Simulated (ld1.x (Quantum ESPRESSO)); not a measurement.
How hard is this Bi (Z = 83) ultrasoft potential?

bismuth (Bi), ultrasoft, made with ld1.x (Quantum ESPRESSO) 7.5 (BLYP, scalar-relativistic). Core [Xe] 4f14 5d10, reference 6s1 6p4. Waves: 6s (bound): rcut 1.60, rcutus 2.00 bohr; 6s channel at 2.75 Ry: rcut 1.60, rcutus 2.00 bohr; 6p (bound): rcut 1.90, rcutus 2.65 bohr; 6p channel at 0.8 Ry: rcut 1.90, rcutus 2.65 bohr; 6d channel at 0.4 Ry: rcut 1.70, rcutus 2.25 bohr. Local part: all-electron potential smoothed inside 2.30 bohr (lloc = -1). Core correction: Bessel-smoothed model core inside 1.20 bohr. Augmentation charge: built from norm-conserving waves at rcut, not smoothed further.

The pseudo-atom Hamiltonian at the reference potential is diagonalised in spherical Bessel functions j_l(qr) that vanish at 20 bohr, with q² up to the cutoff. All-electron valence levels (Ry): 6s -1.1319, 6p -0.3748.

Question: How do the lowest levels (Ry) of each channel move with the cutoff, and are there ghosts?

Answer:

```json
{"cutoff (Ry)": "8", "s #1": "-1.1271", "s #2": "-0.0523", "p #1": "-0.3743", "d #1": "0.0441", "f #1": "0.1022", "f #2": "0.2263", "Σ f·Δε (mRy)": "7.0"}
{"cutoff (Ry)": "10", "s #1": "-1.1308", "s #2": "-0.0530", "p #1": "-0.3747", "d #1": "0.0438", "f #1": "0.1022", "f #2": "0.2263", "Σ f·Δε (mRy)": "1.9"}
{"cutoff (Ry)": "12", "s #1": "-1.1315", "s #2": "-0.0532", "p #1": "-0.3748", "d #1": "0.0436", "f #1": "0.1022", "f #2": "0.2263", "Σ f·Δε (mRy)": "0.7"}
{"cutoff (Ry)": "15", "s #1": "-1.1316", "s #2": "-0.0533", "p #1": "-0.3748", "d #1": "0.0435", "f #1": "0.1022", "f #2": "0.2263", "Σ f·Δε (mRy)": "0.6"}
{"cutoff (Ry)": "18", "s #1": "-1.1318", "s #2": "-0.0533", "p #1": "-0.3748", "d #1": "0.0435", "f #1": "0.1022", "f #2": "0.2263", "Σ f·Δε (mRy)": "0.4"}
{"cutoff (Ry)": "400", "s #1": "-1.1321", "s #2": "-0.0533", "p #1": "-0.3748", "d #1": "0.0435", "f #1": "0.1022", "f #2": "0.2263", "Σ f·Δε (mRy)": "0.0"}
```

Result: no extra level below or beside the all-electron valence levels (s, p, d, f tested); 10 mRy is reached at 8 Ry and 1 mRy at 12 Ry.

Its largest configuration-test error is -566 meV.
